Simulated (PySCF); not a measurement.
A PySCF script (with the pyscf-properties extension) for the NMR shieldings of SMILES O=COc1ccc(B(F)F)o1, C5H3BF2O3, on a GFN2-xTB geometry:

```python
import basis_set_exchange as bse
import numpy as np
from pyscf import gto, dft
from pyscf.prop import nmr

atoms = """
O    -1.891334    2.273204   -0.508007
C    -2.568343    1.303905   -0.607937
O    -2.209626    0.028302   -0.361906
C    -0.937511   -0.290412   -0.013309
C    -0.524370   -1.350572    0.753332
C     0.876505   -1.259068    0.770968
C     1.228287   -0.155454    0.017578
B     2.616919    0.416739   -0.307357
F     3.708908   -0.153110    0.170248
F     2.826980    1.469561   -1.064701
O     0.089151    0.424642   -0.458909
H    -3.627228    1.284106   -0.910173
H    -1.148593   -2.078690    1.225931
H     1.559576   -1.913625    1.272073
"""
names = dict.fromkeys(["O", "C", "B", "F", "H"], "pcSseg-1")
basis = {el: gto.basis.parse(bse.get_basis(n, elements=[el], fmt="nwchem")) for el, n in names.items()}
mol = gto.M(atom=atoms, basis=basis, charge=0, verbose=0)
mf = dft.RKS(mol, xc="PBE0")
mf.grids.level = 2
mf.grids.alignment = dft.numint.BLKSIZE   # the property module wants whole blocks of grid points
mf.conv_tol = 1e-9
mf.kernel()

calc = nmr.RKS(mf)   # GIAO
C = mf.mo_coeff
Co = C[:, mf.mo_occ > 0]
resp = mf.gen_response(singlet=True, hermi=2)
def vind(x):   # induced exchange potential for any number of trial vectors
    d = np.einsum("pi,xij,qj->xpq", C, 2 * x.reshape(-1, C.shape[1], Co.shape[1]), Co, optimize=True)
    return np.einsum("xpq,pi,qj->xij", resp(d - d.transpose(0, 2, 1)), C, Co, optimize=True).ravel()
mo1, _ = nmr.rhf.solve_mo1(calc, with_cphf=vind)
sigma = calc.kernel(mo1)
for i, s in enumerate(sigma):   # ppm
    print("%2d %-2s %9.2f" % (i, mol.atom_pure_symbol(i), np.trace(s) / 3))
```

Q: Give the expected output.

A: 
```
 0 O    -133.69
 1 C      28.68
 2 O      88.82
 3 C      20.69
 4 C      86.09
 5 C      46.61
 6 C      42.84
 7 B      81.00
 8 F     270.91
 9 F     263.50
10 O      26.82
11 H      23.65
12 H      25.54
13 H      23.92
```

These numbers come from an equivalent density-fitted implementation of the same equations, which agrees with the script to about 0.01 ppm for H and up to a few tenths of a ppm for heavy atoms, so last digits may differ.

Size and cost of the density-fitted run: 202 basis functions, 64 s wall time on 1 thread of an Arm Neoverse N1, shared host; peak memory 0.88 GiB.
